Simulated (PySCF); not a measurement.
**Core-level binding energies of `FC(F)(F)C[SiH2]P([SiH3])[SiH3]`**

Compound: C2H10F3PSi3.
Bonds: F1–C2, C2–F3, C2–F4, C2–C5, C5–Si6, Si6–P7, P7–Si8, P7–Si9. Hydrogens: H10, H11 on C5; H12, H13 on Si6; H14, H15, H16 on Si8; H17, H18, H19 on Si9.

Theory: PySCF 2.14.0, delta-SCF UKS SCAN, pcX-2 on the ionised atom, pcseg-1 elsewhere, spin-free X2C. These are vertical core ionisation energies against the vacuum level, from separate self-consistent calculations with and without the core hole.

Task: List the computed XPS lines with their assignment.

Result: 
| atom(s) | bonded to | level | binding energy (eV) | 2p1/2 (eV) | above the level's lowest (eV) | count |
| --- | --- | --- | --- | --- | --- | --- |
| P7 | 3 Si | P 1s | 2149.11 | – | 0.00 | 1 |
| Si6 | C, 2 H and P | Si 1s | 1846.68 | – | +0.01 | 1 |
| Si8/Si9 | 3 H and P | Si 1s | 1846.67 | – | 0.00 | 2 |
| F1/F3/F4 | C | F 1s | 693.77 | – | 0.00 | 3 |
| C2 | 3 F and C | C 1s | 298.15 | – | +7.01 | 1 |
| C5 | C, 2 H and Si | C 1s | 291.14 | – | 0.00 | 1 |
| P7 | 3 Si | P 2p3/2 | 135.65 | 136.53 | 0.00 | 1 |
| Si6 | C, 2 H and P | Si 2p3/2 | 106.91 | 107.54 | +0.02 | 1 |
| Si8/Si9 | 3 H and P | Si 2p3/2 | 106.89 | 107.52 | 0.00 | 2 |

The listed C 1s values span 7.01 eV, from C5 (bonded to C, 2 H and Si) to C2 (bonded to 3 F and C).

The 2 Si 1s values lie within 0.01 eV of each other; Gaussian lines of 0.5 eV full width would blend them into one maximum.

The 2 Si 2p3/2 values lie within 0.02 eV of each other.

Task: Which photon wavelength matches the P 2p3/2 of P7 threshold?

Result: λ = hc/E = 12398.42 eV Å / 135.65 eV = 91.400 Å.

Task: Which effective nuclear charge Zeff reproduces each element's mean 1s value in the hydrogen-like formula E = 13.606 eV × Zeff²?

Result: C (Z = 6): mean 294.6 eV, Zeff = 4.65, Z − Zeff = 1.35; F (Z = 9): mean 693.8 eV, Zeff = 7.14, Z − Zeff = 1.86; Si (Z = 14): mean 1846.7 eV, Zeff = 11.65, Z − Zeff = 2.35; P (Z = 15): mean 2149.1 eV, Zeff = 12.57, Z − Zeff = 2.43. Means run over the listed sites, weighted by atom count.

Topologically equivalent atoms share the value of their first member; where this conformer doesn't relate them by symmetry, their own values could differ. Spin–orbit and ligand-field terms were added within each 2p shell after the spin-free SCF. 2p1/2 minus 2p3/2 (ligand field included): Si 0.62 eV, P 0.89 eV. Geometry: PBE0-D3(BJ)/def2-SVP, one conformer, isolated molecule.

Conformer computed: `[F:1][C:2]([F:3])([F:4])[CH2:5][SiH2:6][P:7]([SiH3:8])[SiH3:9]`: F1–C2–C5–Si6 -175°, C2–C5–Si6–P7 -174°, C5–Si6–P7–Si8 177°.
